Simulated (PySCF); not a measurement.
InFCl + HCl → InCl₂ + HF

Level: PBE0 in the def2-TZVP basis family, computed in PySCF with density fitting; scalar-relativistic core potentials for atoms from Rb on, none lighter, no spin–orbit coupling; open shells unrestricted.

```
species                                       state and structure       E (Eh)  ZPE (kJ/mol)  H(298 K) − H(0) (kJ/mol)  S° (J/(mol K))
  InFCl  doublet, Cs, In–Cl 2.351 Å, In–F 1.958 Å; Cl–In–F 118.0°   -750.05438           6.0                      13.3           308.4
    HCl                                singlet, C∞v, H–Cl 1.279 Å   -460.66440          17.9                       8.7           186.6
  InCl₂         doublet, C2v, In–Cl 2.353 Å (×2); Cl–In–Cl 119.5°  -1110.34894           4.5                      13.9           313.8
     HF                                 singlet, C∞v, H–F 0.920 Å   -100.39188          24.9                       8.7           173.6
```

What is the electronic reaction energy?

At PBE0/def2-TZVP, ΔE = -57.9 kJ/mol from the differences of the total energies times 2625.5, downhill. 

Add zero-point, thermal and entropy terms for 298.15 K and 1 bar.

ΔZPE = 5.5 and Δ[H(298) − H(0)] = 0.6 kJ/mol give ΔH° = -51.8 kJ/mol. ΔS° = -7.6 J/(mol K), so ΔG° = -51.8 − 298.15 × (-0.0076) = -50 kJ/mol and log₁₀K = 8.7.

Only the bonding shown was studied: isomers, or loss of a ligand pair, can lie lower.
